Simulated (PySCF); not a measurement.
**Deuteron quadrupole couplings in `C=C1CC[C@@H](C#CC)C1`**

Species: C9H12.
Atom-mapped SMILES: `[CH2:1]=[C:2]1[CH2:3][CH2:4][C@@H:5]([C:6]#[C:7][CH3:8])[CH2:9]1` (hydrogens: H10, H11 on C1; H12, H13 on C3; H14, H15 on C4; H16 on C5; H17, H18, H19 on C8; H20, H21 on C9)

Cartesian coordinates in Å at the GFN2-xTB level; atoms count from 1:
```xyz
21
C9H12 angstrom
C     -3.0920    1.2021   -0.5540
C     -2.0398    0.4943   -0.1854
C     -2.0308   -0.9905    0.0724
C     -0.5505   -1.3576    0.1668
C      0.0927   -0.0952    0.7618
C      1.5275   -0.0454    0.5687
C      2.7111   -0.0128    0.3822
C      4.1428    0.0244    0.1713
C     -0.6567    1.0407    0.0458
H     -4.0539    0.7457   -0.7159
H     -3.0345    2.2656   -0.7118
H     -2.5540   -1.5453   -0.7067
H     -2.5336   -1.1960    1.0219
H     -0.3693   -2.2427    0.7757
H     -0.1394   -1.5342   -0.8291
H     -0.1246   -0.0517    1.8361
H      4.6572    0.1938    1.1170
H      4.3989    0.8287   -0.5182
H      4.4822   -0.9221   -0.2494
H     -0.1778    1.2482   -0.9156
H     -0.6644    1.9667    0.6206
```

Level: PBE0/pcSseg-1 (PySCF, non-relativistic); Q(2H) = 0.00286 b; rigid geometry, the same for H and D, with no vibrational averaging.

Task: Rank these positions by the coupling χzz of a deuteron there, largest first.
A. H15 (methylene hydrogen)
B. H16 (methine hydrogen)
C. H14 (methylene hydrogen)
D. H10 (vinylic hydrogen)

Result: D (228 kHz), C (208 kHz), A (203 kHz), B (197 kHz).

Task: What are Vzz, η and χzz (234.96 MHz × Q × Vzz) at all hydrogens?

Result: 
```json
{"atom": "H10", "bonded to": "C1", "bond length (Å)": "1.077", "Vzz (au)": "0.3393", "η": "0.06", "χzz (kHz)": "228"}
{"atom": "H11", "bonded to": "C1", "bond length (Å)": "1.077", "Vzz (au)": "0.3396", "η": "0.06", "χzz (kHz)": "228"}
{"atom": "H12", "bonded to": "C3", "bond length (Å)": "1.090", "Vzz (au)": "0.3096", "η": "0.01", "χzz (kHz)": "208"}
{"atom": "H13", "bonded to": "C3", "bond length (Å)": "1.094", "Vzz (au)": "0.3020", "η": "0.01", "χzz (kHz)": "203"}
{"atom": "H14", "bonded to": "C4", "bond length (Å)": "1.089", "Vzz (au)": "0.3098", "η": "0.01", "χzz (kHz)": "208"}
{"atom": "H15", "bonded to": "C4", "bond length (Å)": "1.092", "Vzz (au)": "0.3019", "η": "0.01", "χzz (kHz)": "203"}
{"atom": "H16", "bonded to": "C5", "bond length (Å)": "1.097", "Vzz (au)": "0.2927", "η": "0.02", "χzz (kHz)": "197"}
{"atom": "H17", "bonded to": "C8", "bond length (Å)": "1.090", "Vzz (au)": "0.3090", "η": "0.02", "χzz (kHz)": "208"}
{"atom": "H18", "bonded to": "C8", "bond length (Å)": "1.090", "Vzz (au)": "0.3091", "η": "0.02", "χzz (kHz)": "208"}
{"atom": "H19", "bonded to": "C8", "bond length (Å)": "1.090", "Vzz (au)": "0.3088", "η": "0.02", "χzz (kHz)": "208"}
{"atom": "H20", "bonded to": "C9", "bond length (Å)": "1.094", "Vzz (au)": "0.2997", "η": "0.02", "χzz (kHz)": "201"}
{"atom": "H21", "bonded to": "C9", "bond length (Å)": "1.090", "Vzz (au)": "0.3091", "η": "0.02", "χzz (kHz)": "208"}
```

Task: How does χzz go with the bond length over the 12 C–H bonds?

Result: A straight-line fit has a slope of -15.6 kHz for each 0.01 Å, with a correlation coefficient of -1.00, over lengths from 1.077 to 1.097 Å. The longer bonds have the smaller couplings here.

Isolated species at its GFN2-xTB geometry (one conformer only). GFN2-xTB frequencies show an imaginary mode (35i cm⁻¹), so this geometry is no minimum at that level. GFN2-xTB bond lengths can be off by several hundredths of an ångström, more for odd bonds, and the gradients follow them. These gradients aren't converged with respect to the basis.
